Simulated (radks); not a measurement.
The numbers below are computed, except where a source is named.
Problem. The mean radii <r> (bohr) of the occupied orbitals of an atom or ion are listed with their occupations. Level of theory: scalar-relativistic Kohn-Sham, PBEsol, spin-unpolarised, spherical densities, finite nucleus; Fermi nuclear charge, rms radius of each element as measured or else 0.836 A^(1/3) + 0.57 fm (a radial shooting solver on a logarithmic mesh with Libxc functionals).

orbital  occ.      <r>
1s          2  0.03264
2s          2   0.1420
2p          6   0.1237
3s          2   0.3909
3p          6   0.3906
3d         10   0.3703
4s          2   0.9681
4p          6    1.057
4d          5    1.357
5s          1    2.587
5p          2    3.151

Name the element and its charge.

Solution. Z = 45, rhodium, charge +1: Rh+ in [Kr] 4d5 5s1 5p2. The 1s radius gives Z: for a bare nucleus <r> = (2 gamma + 1)/(2Z) with gamma = sqrt(1 - (Z/c)^2), 0.0321 bohr for Z = 45, and screening makes it slightly larger (0.03264 here). The occupations add up to 44, and the charge is Z minus that.
